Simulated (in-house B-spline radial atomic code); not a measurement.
# Ionising the caesium ion Cs²⁺ with different functionals

Computed with an all-electron radial atomic-structure program (B-spline basis): scalar-relativistic (spin-free X2C) Hamiltonian, Fermi nucleus of rms radius 4.8041 fm, spin-polarised at highest spin, spherical fractional occupations for the functionals, the average over the highest-spin determinants for Hartree-Fock. The ionisation energy is the difference of two self-consistent energies, [Kr] 4d10 5s2 5p5 → [Kr] 4d10 5s2 5p4, without Breit or QED terms; ε is the level of the shell that loses the electron (its least bound occupied spin orbital). There is no spin-orbit coupling in this Hamiltonian.

Hybrids are left out here: with spherical fractional occupations of an open shell their exact exchange keeps a self-interaction that integer-occupation calculations don't have.

```tsv
method	rung	ΔSCF (eV)	-ε(5p) (eV)
Hartree-Fock	Hartree-Fock	32.32	32.88
LDA VWN5	LDA	33.74	28.61
LDA PW92	LDA	33.74	28.61
LDA exchange-only	LDA	32.11	27.08
PBE	GGA	33.40	28.35
PBEsol	GGA	33.45	28.39
BLYP	GGA	33.29	28.19
RPBE	GGA	33.32	28.29
PW91	GGA	33.49	28.43
BP86	GGA	33.57	28.49
AM05	GGA	33.44	28.37
OLYP	GGA	33.25	28.27
TPSS	meta-GGA	33.46	28.44
SCAN	meta-GGA	33.55	28.62
r2SCAN	meta-GGA	33.54	28.62
revTPSS	meta-GGA	33.45	28.46
```

Question: How do they compare with the NIST value?

Answer: NIST lists 33.195 eV ± 0.004 (semi-empirical, ground level to ground level). Errors run from -1.09 to +0.55 eV; OLYP is closest (+0.06 eV), but part of that can be cancellation, since the calculations leave out spin-orbit coupling, Breit-QED terms, multiplet and fine-structure energies. Hartree-Fock also lacks correlation.
